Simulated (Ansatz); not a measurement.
Two members of one family (Si nanocrystals, hexagonal, H-capped), computed with Ansatz in the gas phase. Binding counts from free atoms in the multiplicity of their measured ground term, without zero-point energy. Sets without diffuse functions give affinities that are too small. A dash marks a value that wasn't run or was left out as unsound. The structures are stationary points that may keep the symmetry of their start. Remarks come from the PBE and PBE0 runs and from stability tests at other levels; not every state was tested. A HOMO above zero means that the electron is unbound at that level and held by the basis, or that self-interaction error raises the level; the energy of removing that electron tells which.

First: Si24H30 (singlet, charge 0, PBE-D4/def2-SVP geometry).

```xyz
54

Si    2.7956   -3.3926   -0.3883
Si    1.9895   -3.8652   -2.5664
Si    2.4862   -1.0944    2.7026
Si    3.3833    1.0809    2.7781
Si    1.6696   -1.5463    0.5306
Si    1.9841    0.3091   -0.8770
Si    0.3009   -2.3298   -3.1454
Si    1.1739   -0.1471   -3.0570
Si    1.6963    2.6236    2.2187
Si    0.8787    2.1641    0.0487
Si    1.2120    4.0227   -1.3514
Si   -0.4956    1.4077   -3.6309
Si    0.4044    3.5807   -3.5353
Si    0.7336   -1.2692    4.2645
Si   -0.6329   -2.0134    0.5925
Si   -1.4514   -2.4769   -1.5829
Si   -0.9475    0.2799    3.7027
Si   -0.0567    2.4575    3.7811
Si   -1.7583   -0.1762    1.5294
Si   -1.4169    1.6685    0.1139
Si   -3.1519   -0.9497   -2.1394
Si   -2.2378    1.2173   -2.0620
Si   -4.0584   -0.6534    1.6077
Si   -4.8915   -1.1152   -0.5625
H     4.2742   -3.0954   -0.4431
H     2.5947   -4.5928    0.5032
H     3.1234   -3.7746   -3.5577
H     1.4400   -5.2701   -2.6103
H     3.5649   -2.1007    3.0337
H     4.5269    1.1965    1.7997
H     3.9110    1.3731    4.1613
H     3.4621    0.6119   -0.9654
H    -0.2348   -2.6036   -4.5316
H     2.3301   -0.0262   -4.0228
H     2.2620    4.0249    2.2367
H     2.6844    4.3472   -1.4052
H     0.4939    5.2162   -0.7718
H    -1.0228    1.0948   -5.0121
H     1.5338    3.7096   -4.5286
H    -0.6565    4.5907   -3.8989
H     1.2523   -0.9863    5.6530
H     0.1680   -2.6676    4.2437
H    -0.8645   -3.2265    1.4634
H    -2.0137   -3.8798   -1.5843
H    -2.0931    0.1639    4.6820
H     0.4598    2.7518    5.1681
H    -1.1330    3.4629    3.4526
H    -2.1603    2.8589    0.6721
H    -3.6515   -1.2368   -3.5364
H    -3.3145    2.2304   -2.3789
H    -4.2892   -1.8415    2.5090
H    -4.7907    0.5274    2.1964
H    -5.4798   -2.5052   -0.5950
H    -5.9862   -0.1354   -0.9049
```

```json
{"level": "PBE-D4/def2-SVP", "HOMO (eV)": "-6.03", "LUMO (eV)": "-2.28", "gap (eV)": "3.75", "vertical EA (eV)": "1.04", "binding per atom (eV)": "3.34"}
{"level": "r2SCAN-D4/def2-SVP", "HOMO (eV)": "-6.29", "LUMO (eV)": "-2.19", "gap (eV)": "4.10", "vertical EA (eV)": "–", "binding per atom (eV)": "3.34"}
{"level": "PBE0-D4/def2-SVP", "HOMO (eV)": "-6.99", "LUMO (eV)": "-1.64", "gap (eV)": "5.35", "vertical EA (eV)": "0.82", "binding per atom (eV)": "3.34"}
```

Remarks: HOMO above zero (-1 doublet).

Second: Si27H34 (singlet, charge 0, PBE-D4/def2-SVP geometry).

```xyz
61

Si   -4.045    1.809   -0.977
Si   -3.645    0.664    1.035
Si   -4.028   -1.665    0.856
Si   -1.091    3.371    2.052
Si   -1.425    1.058    1.703
Si   -1.036   -0.116    3.702
Si   -1.992   -2.826    1.122
Si   -1.537   -2.410    3.398
Si    1.186    0.247    4.374
Si   -2.575    1.064   -2.652
Si   -2.859   -1.228   -3.169
Si   -0.032    3.768   -1.601
Si    0.601    4.172    0.628
Si   -0.366    1.455   -1.949
Si    0.039    0.269    0.040
Si   -0.928   -2.429   -2.542
Si   -0.295   -2.042   -0.308
Si    2.585    2.988    1.072
Si    2.250    0.675    0.726
Si    2.675   -0.501    2.717
Si    1.697   -3.212    0.144
Si    2.512   -2.829    2.325
Si    1.090    0.681   -3.626
Si    0.637   -1.594   -4.095
Si    3.305    1.040   -2.930
Si    3.732   -0.107   -0.924
Si    3.518   -2.454   -1.149
H    -5.479    1.630   -1.412
H    -3.800    3.281   -0.746
H    -4.558    1.219    2.105
H    -4.920   -2.075    2.005
H    -4.743   -2.009   -0.422
H    -2.379    4.109    1.786
H    -0.705    3.609    3.492
H    -1.965    0.441    4.758
H    -2.197   -4.305    0.890
H    -2.804   -2.710    4.162
H    -0.449   -3.289    3.953
H     1.391    1.731    4.569
H     1.463   -0.446    5.685
H    -2.814    1.870   -3.908
H    -4.121   -1.779   -2.559
H    -2.983   -1.351   -4.668
H    -1.308    4.511   -1.915
H     1.040    4.266   -2.538
H     0.815    5.652    0.851
H    -1.139   -3.911   -2.752
H     3.016    3.224    2.500
H     3.688    3.477    0.166
H     4.089   -0.187    3.151
H     1.471   -4.689   -0.081
H     1.694   -3.511    3.389
H     3.907   -3.405    2.378
H     0.831    1.490   -4.876
H    -0.016   -1.663   -5.455
H     1.902   -2.406   -4.154
H     3.499    2.518   -2.688
H     4.273    0.605   -4.003
H     5.140    0.204   -0.471
H     3.427   -2.863   -2.595
H     4.761   -3.086   -0.569
```

**Question.** Estimate the same table for the second.

**Answer.** 
```json
{"level": "PBE-D4/def2-SVP", "HOMO (eV)": "-6.01", "LUMO (eV)": "-2.40", "gap (eV)": "3.60", "vertical EA (eV)": "1.18", "binding per atom (eV)": "3.34"}
{"level": "r2SCAN-D4/def2-SVP", "HOMO (eV)": "-6.27", "LUMO (eV)": "-2.34", "gap (eV)": "3.92", "vertical EA (eV)": "–", "binding per atom (eV)": "3.34"}
{"level": "PBE0-D4/def2-SVP", "HOMO (eV)": "-6.95", "LUMO (eV)": "-1.78", "gap (eV)": "5.17", "vertical EA (eV)": "0.97", "binding per atom (eV)": "3.34"}
```

Remarks: HOMO above zero (-1 doublet).
